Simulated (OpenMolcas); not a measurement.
## Ta: effect of the active space

```yaml
Program: OpenMolcas 26.06
Method: MS-CASPT2, IPEA 0.25 Eh, imaginary shift 0.1 Eh
Basis: ANO-R1
Scalar_Hamiltonian: X2C, finite nucleus
Spin-orbit_coupling: RASSI with atomic mean-field integrals over the reference wave functions, term energies averaged over their components
```

A. 3 electrons in 5 orbitals (5d); 2S+1 = 4 even, 10 roots; 2S+1 = 2 even, 40 roots; closed shells correlated: 5s 5p 6s; CASPT2 step roughly 7 core-seconds
B. 5 electrons in 6 orbitals (5d 6s); 2S+1 = 4 even, 50 roots; 2S+1 = 6 even, 6 roots kept (CI in the orbitals of an earlier block); 2S+1 = 2 even, 98 roots kept (CI in the orbitals of an earlier block); closed shells correlated: 5s 5p; CASPT2 step roughly 30 core-seconds

Energies in cm⁻¹ above 5d³ 6s² ⁴F_3/2, the measured ground level; measured values from NIST Handbook of Basic Atomic Spectroscopic Data.

| Level | A | B | Measured |
| --- | --- | --- | --- |
| 5d³ 6s² ⁴F_3/2 | 0.0 | 0.0 | 0.0 |
| 5d³ 6s² ⁴F_5/2 | 2220 | 1711 | 2010 |
| 5d³ 6s² ⁴F_7/2 | 4420 | 3550 | 3964 |
| 5d³ 6s² ⁴F_9/2 | 6350 | 5240 | 5621 |
| 5d³ 6s² ⁴P_3/2 [50 %] | 8260 | 6200 |  |
| 5d³ 6s² ⁴P_1/2 [75 %] | 9250 | 6090 | 6049 |
| 5d³ 6s² ²G_7/2 | 11550 | 11030 |  |
| 5d³ 6s² ⁴P_5/2 | 12340 | 8680 | 9253 |
| 5d³ 6s² ²P_1/2 [75 %] | 14350 | 12130 |  |
| 5d³ 6s² ²D_5/2(1) | 16630 | 13700 |  |
| 5d³ 6s² ²H_11/2 | 17500 | 17210 |  |
| 5d³ 6s² ²H_9/2 [57 %] | 17960 | 16910 |  |
| 5d³ 6s² ²P_3/2 [58 %] | 18740 | 16580 |  |
| 5d³ 6s² ²F_7/2 | 22630 | 19620 |  |
| 5d³ 6s² ²F_5/2 | 22750 | 19520 |  |

Deviations, from unrounded energies. A percentage is the sum of absolute deviations over the sum of measured energies, with the sign that they share, or ± where signs differ.

```tsv
Against measurement	Levels	A	B
mean absolute deviation (cm-1)	5	1500	340
fine structure of the ground term (%)	3	+12.0	-9.4
other terms of the ground configuration (%)	2	+41.1	±4.0
```

B lies closest to measurement on these levels. The largest miss of B in the table is 5d³ 6s² ⁴P_5/2, by -570 cm-1. The ranking rests on the paired levels alone, and a cruder setting can come out closer through cancelling errors.

Between A and B the level of the table that moves most is 5d³ 6s² ⁴P_5/2, by 3700 cm-1 (lowest in B, highest in A). Moves below CASPT2's spread within the term are not significant.

Term energies are means over components that CASPT2 splits; among the terms shown or strongly mixed into the levels shown the widest spread is 860 cm-1 (5d³ 6s² ⁴F, B). Over all roots computed the reference weight is 0.89 to 0.94 in B; the roots of lowest weight are the least certain, and an intruder state may touch them. With the s shell closed, the reference lacks s² → p², s² → d² and s → d mixing, so excited terms can stand far too high and out of order, with CASPT2 too (holds for A). Some terms miss by over 15 % even with CASPT2, which points to a basis or an active space too small for the shells correlated (holds for A). Blocks of more than 70 roots (2S+1 = 2 even) ran without multistate coupling (holds for B). Terms from blocks run as CI alone lack orbitals of their own (holds for B). Configurations are named by rounded mean occupations; where the s occupation lies near a half they are strongly mixed, a name can repeat and a true partner stay unpaired (holds for B). Measured partners are found by configuration, term and J. A level has none where our copy of the source lacks it or the pairing is in doubt (some pairs that miss far off the trend of their configuration count as doubtful), and it then counts in no deviation. Levels of configurations outside the active space are missing. Levels that lie high or do not pair safely by name in every column are left out.

A share in square brackets marks a mixed level and gives the weight of the term that names it, the lowest over the columns. A number in round brackets counts repeated terms of one configuration in the order of the reference energies.
